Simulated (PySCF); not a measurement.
## Correlation energy of Hg⁺ (mercury, charge +1)

[Xe] 4f14 5d10 6p1, 2P determinant (an excited configuration). Calculation: PySCF 2.14, in ANO-RCC-VTZP; scalar relativity by spin-free X2C-1e. Frozen: [Xe] 4f14; 11 electrons correlated.

| level | correlation energy (mhartree) |
| --- | --- |
| CCSD | -317.12 |
| (T) | -11.11 |
| CCSD(T) | -328.23 |

Diagnostics: T1 = 0.015, D1 = 0.0591, largest double amplitude 0.039.

Spin-orbit coupling, absent here, splits the open shell strongly.

Cost of the coupled-cluster step: about 11 core-seconds, for 11 correlated electrons.

The basis was made for the ground configuration and has no added diffuse functions, which can raise the energy of the promoted electron.
